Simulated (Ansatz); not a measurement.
Cost and result for the atomization energy of CH$_{5}$AlFNSSi, SMILES `[F][Al]1[SiH2]NC[S]1` (11 atoms, 11 bonds).

Cartesian coordinates in Å:
```
F -3.491 0.563 0.431
Al -1.898 0.251 0.153
Si 0.257 1.182 0.770
N 1.109 -0.250 0.224
C 0.619 -0.941 -0.928
S -1.191 -1.497 -0.925
H 0.713 2.386 0.021
H 0.573 1.372 2.210
H 1.408 -0.881 0.953
H 1.174 -1.864 -1.092
H 0.727 -0.321 -1.818
```

Charge 0, multiplicity 1. The geometry is a stationary point of PBE0-D4/def2-TZVP. Program: Ansatz. All runs use 4 threads of a server CPU on a shared host. Times are those of one run each, without the atoms' runs, and a repeat can differ threefold. Electronic energies, without spin–orbit coupling; frozen cores. CCSD(T)/CBS adds CCSD(T) − MP2 in def2-TZVPP to the MP2 limit, and its time is that of the two runs behind it. T1 = 0.014. B3LYP takes the VWN-RPA correlation (the form of Gaussian; ORCA's B3LYP/G). HSE06 is the plane-wave form, built on full-range PBE exchange.

CCSD(T)/CBS is a level of theory with its own doubt, some kJ/mol a heavy atom from the limit and from the frozen cores, so smaller differences don't rank the functionals.

```tsv
level	functions	wall time	atomization (kcal/mol)	difference from CCSD(T)/CBS	per bond
LDA (SPW92)/def2-TZVPP	289	2 s	1078.7	137.4	12.5
BLYP-D4/def2-TZVPP	289	3.3 s	936.0	-5.3	-0.5
PBE0-D4/def2-TZVPP	289	5.5 s	939.1	-2.2	-0.2
HSE06-D4/def2-TZVPP	289	6 s	939.7	-1.6	-0.1
r2SCAN-D4/def2-TZVPP (with forces)	289	8 s	942.8	1.5	0.1
CCSD(T)/def2-SVP	121	8.5 s	870.1	-71.2	-6.5
B3LYP-D4/def2-TZVPP (with forces)	289	8.5 s	936.1	-5.2	-0.5
PBE-QIDH/def2-TZVPP	289	9 s	932.0	-9.3	-0.8
ωB97X-V/def2-TZVPP	289	13 s	946.5	5.2	0.5
B97M-V/def2-TZVPP	289	16 s	944.4	3.1	0.3
MP2/def2-QZVPP	531	34 s	949.1	7.8	0.7
CCSD(T)/def2-TZVPP	289	5.1 min	910.0	-31.3	-2.8
CCSD(T)/CBS(def2)	–	5.6 min	941.3	0.0	0.0
```

From BLYP to BHLYP (50 % exact exchange), in def2-TZVPP and without D4, the atomization energy moves by −21.4 kcal/mol: exact exchange takes away binding that semilocal exchange gives to molecules. At CCSD(T), def2-SVP lies −71.1 kcal/mol from the extrapolated value and def2-TZVPP −31.3 kcal/mol: correlation converges slowly with the basis, and small sets miss more of it in the bonded molecule than in its fragments. The D4 term adds +12.6 kcal/mol with B3LYP and +6.5 kcal/mol with PBE0; it sums over pairs of atoms, weighted by their polarisabilities, and B3LYP, whose exchange is more repulsive, gets the larger term.
